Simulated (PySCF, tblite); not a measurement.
Isomers of C5H6F4Si, one GFN2-xTB conformer each. Single-point energies are computed at PBE0/pcSseg-1 (PySCF, gas phase, no added dispersion term), electronic only.

Task: Rank them by PBE0/pcSseg-1 energy, lowest first (kJ/mol).
A. `F[C@@H]1C=CC[Si@@H]1C(F)(F)F`
B. `F/C=C1\C[C@H](C(F)(F)F)[SiH2]1`

Result: A (0.0), B (29.0).

As drawn, the higher has a four-membered ring, which the lower lacks. GFN2-xTB itself gives, in the same order: 32.1, 0.0. GFN2-xTB puts F/C=C1\C[C@H](C(F)(F)F)[SiH2]1 lowest instead.

Task: Which frontier levels, dipoles and rotational constants go with these structures?

Result: 
```json
{"SMILES": "F[C@@H]1C=CC[Si@@H]1C(F)(F)F", "HOMO (eV, PBE0/pcSseg-1)": "-7.90", "LUMO (eV)": "-0.39", "dipole (D)": "3.98", "A, B, C (MHz)": "1743, 898.1, 733.5"}
{"SMILES": "F/C=C1\\C[C@H](C(F)(F)F)[SiH2]1", "HOMO (eV, PBE0/pcSseg-1)": "-7.64", "LUMO (eV)": "-0.66", "dipole (D)": "2.75", "A, B, C (MHz)": "2122, 659.7, 571.1"}
```

Task: What happens when harmonic zero-point energies from GFN2-xTB frequencies are added?

Result: 
```json
{"SMILES": "F[C@@H]1C=CC[Si@@H]1C(F)(F)F", "ZPE (kJ/mol)": "261.5", "electronic (kJ/mol)": "0.0", "with ZPE (kJ/mol)": "0.0"}
{"SMILES": "F/C=C1\\C[C@H](C(F)(F)F)[SiH2]1", "ZPE (kJ/mol)": "257.2", "electronic (kJ/mol)": "29.0", "with ZPE (kJ/mol)": "24.7"}
```

The zero-point energies span 4.3 kJ/mol. The order is unchanged.
